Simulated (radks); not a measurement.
The numbers below are computed, except where a source is named.
The praseodymium ion Pr+ inside a hard spherical wall (all orbitals vanish at R), configuration held at [Xe] 4f3 6s1 and not refilled when levels cross. Code: a radial shooting solver on a logarithmic mesh with Libxc functionals. Model: scalar-relativistic Kohn-Sham, LDA (Slater exchange, VWN5 correlation), spin-unpolarised, spherical densities, finite nucleus; Fermi nuclear charge, rms radius 4.8919 fm. Eigenvalues in eV, with the zero of energy where the potential of the charges vanishes at infinity; a dash marks a level that is unbound or too diffuse for the functional's potential to be trusted. A positive occupied level is held by the wall or, in an anion where self-interaction has pushed it up, behind a barrier. The pressure on the wall is -dE/dV.

\begin{tabular}{lrrrrrrrrr}
R (bohr) & E (hartree) & kinetic (hartree) & e(5s) & e(5p) & e(6s) & e(5d, empty) & e(4f) & e(6p, empty) & pressure (GPa) \\ \hline
free & -9229.9458 & 9799.505 & -45.074 & -27.461 & -8.327 & -7.551 & -7.300 & -5.335 & 0 \\
20 & -9229.9458 & 9799.505 & -45.074 & -27.461 & -8.327 & -7.551 & -7.300 & -5.335 & < 0.0001 \\
15 & -9229.9458 & 9799.505 & -45.074 & -27.461 & -8.327 & -7.551 & -7.300 & -5.334 & < 0.0001 \\
12 & -9229.9458 & 9799.506 & -45.070 & -27.457 & -8.324 & -7.548 & -7.297 & -5.316 & 0.000948 \\
10 & -9229.9453 & 9799.512 & -45.039 & -27.428 & -8.292 & -7.521 & -7.266 & -5.209 & 0.0164 \\
6 & -9229.8924 & 9799.804 & -44.071 & -26.507 & -6.391 & -6.451 & -6.261 & -1.659 & 3.75 \\
4 & -9229.3816 & 9802.081 & -40.407 & -22.934 & 6.442 & -0.820 & -1.937 & 16.347 & 113 \\
3 & -9227.3019 & 9810.805 & -31.464 & -12.949 & 41.812 & 14.222 & 8.893 & 58.881 & 1190 \\
2 & -9210.9722 & 9867.604 & 16.928 & 44.477 & 212.20 & 90.385 & 52.308 & 244.74 & 25100 \\
1.5 & -9163.4478 & 10016.240 & 141.90 & 185.74 & 550.45 & 252.92 & 126.97 & 596.11 & 194000 \\
\end{tabular}
